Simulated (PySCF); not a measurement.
C2H5S, SMILES [CH](C)S, multiplicity 2. The structure is a stationary point at B3LYP-D3(BJ)/def2-TZVP. The isomer is the one that the SMILES or the coordinates give; other isomers of the formula were not compared. The values are those of a single conformer.

These are B3LYP-D3(BJ)/def2-TZVP (PySCF) values and carry that method's errors.

Harmonic wavenumbers (cm⁻¹): 141, 217, 328, 394, 714, 913, 1011, 1064, 1126, 1325, 1410, 1471, 1484, 2646, 2963, 3026, 3088, 3196. Rotational constants (GHz): 38.62, 5.415, 4.915; symmetry number 1.

Work out the zero-point energy and the ideal-gas rigid-rotor harmonic-oscillator thermochemistry at 298.15 K and 1 atm.

ZPE = ½ Σ hcν = ½ × 26518 cm⁻¹ = 158.61 kJ/mol. H − E(el) = 174.22 kJ/mol. Entropy in J/(mol K): translation 160.04, rotation 97.33, vibration 32.39, spin 5.76, total 295.52. G − E(el) = 86.11 kJ/mol. Cp = 72.81 J/(mol K). Modes under 150 cm⁻¹ make the vibrational entropy uncertain.
